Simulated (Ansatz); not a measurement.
`[Cl][Ti]([Cl])([Cl])[Br]` + NH₃ → `[NH2][Ti]([Cl])([Cl])[Cl]` + HBr at 298.15 K and 1 bar (ligand exchange at a Ti–Br bond).

Gas-phase electronic energies from Ansatz, PBE0-D4/def2-TZVP geometries. CCSD(T)/CBS is the MP2 limit (def2-TZVPP, def2-QZVPP) plus CCSD(T) − MP2 in def2-TZVPP, frozen cores. This one scheme is used for every species. For Br, Ti outer-core shells are correlated without core-valence functions, which leaves a few kJ/mol of doubt a bond. Scalar relativity is left out up to krypton. Each species was taken in one conformer, which may not be the lowest.

| species | CCSD(T)/CBS energy (Eh) | H − E (kJ/mol) | S (J/(mol·K)) |
| --- | --- | --- | --- |
| `[Cl][Ti]([Cl])([Cl])[Br]` | -4801.83441 | 36.3 | 376.1 |
| NH₃ | -56.50880 | 100.5 | 192.4 |
| `[NH2][Ti]([Cl])([Cl])[Cl]` | -2284.39597 | 99.5 | 391.4 |
| HBr | -2573.91920 | 24.6 | 198.6 |

H − E and S are ideal-gas, rigid-rotor, harmonic terms from PBE0-D4/def2-TZVP, for one conformer and one mirror image of each species. 1 Eh = 2625.50 kJ/mol, R = 8.31446 J/(mol·K).

Question: By hand: ΔE, ΔH, ΔS and ΔG.

Answer: ΔE = (-2284.39597) + (-2573.91920) − (-4801.83441) − (-56.50880) = 0.02804 Eh = 73.6 kJ/mol. Δ(H − E) = 99.5 + 24.6 − 36.3 − 100.5 = -12.7, so ΔH = 60.9 kJ/mol. ΔS = 391.4 + 198.6 − 376.1 − 192.4 = 21.5 J/(mol·K). ΔG = 60.9 − 298.15 × (21.5)/1000 = 54.5 kJ/mol.

Question: By hand: the equilibrium constant, and the temperature at which ΔG would vanish if ΔH and ΔS stayed fixed.

Answer: log₁₀ K = −ΔG/(RT ln 10) = -9.5. ΔG = 0 at ΔH/ΔS = 2833 K, far beyond where these terms or the molecules hold.

ΔH outweighs TΔS. A doubt of 5 kJ/mol in ΔE shifts log₁₀ K by 0.9 here. Other conformers and mirror images would add mixing entropy, several J/(mol·K) or more a flexible species. Modes under 60 cm⁻¹, often nearly free rotors, make the harmonic entropy too high. These are equilibria of isolated gas molecules and say nothing of rates. Largest T1 diagnostic: 0.025 (customary marks: 0.02 for closed shells, 0.045 for open ones).
